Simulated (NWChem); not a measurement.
# CH₅ClFNSi; SMILES NC[Si@H](F)Cl

```xyz
10

N     -0.4523     2.6231    -0.0233
C     -0.9174     1.2516    -0.3166
Si     0.2242    -0.0766     0.3710
F      1.6885     0.1326    -0.2777
Cl    -0.4228    -1.9896    -0.1021
H     -0.3902     2.7774     0.9817
H      0.4811     2.7712    -0.4030
H     -1.0152     1.1407    -1.4035
H     -1.9307     1.1302     0.0862
H      0.3784     0.0099     1.8425
```
Atoms are numbered in this order, from 1.

Program: NWChem. Pople sets run with spherical d functions. Medium grid unless said otherwise, to which SCAN and Minnesota functionals are sensitive. Coordinates come from a B3LYP/6-31G* (spherical d) optimisation. Hybrids' shares of exact exchange are those that their runs print; pure functionals count as 0. The functionals differ in more than this share.

```csv
row,share of exact exchange,orbital gap (eV)
PBE/6-31G*,0.00,5.16
OLYP/6-31G*,0.00,5.27
B3LYP/6-31G*,0.20,7.03
PBE0/6-31G*,0.25,7.51
r2SCAN0/6-31G*,0.25,7.97
MPW1K/6-31G*,0.43,9.25
M05-2X/6-31G*,0.56,withheld
```

Q: Fit a straight line of the last column on the one before it, predict the withheld value, and compare with the run.

A: 
1. Means of the 6 shown rows: x = 0.188, y = 7.032. Slope Σ(x − x̄)(y − ȳ)/Σ(x − x̄)² = 1.308/0.1371 = 9.540; intercept 5.235.
2. The shown rows scatter about the line by 0.164 (root mean square); the largest residual is +0.35, at r2SCAN0/6-31G*.
3. At x = 0.56 (M05-2X/6-31G*; beyond the shown range) the line gives 10.58.
4. The run gives 9.90, -0.68 from the line, 4.1 times the scatter.
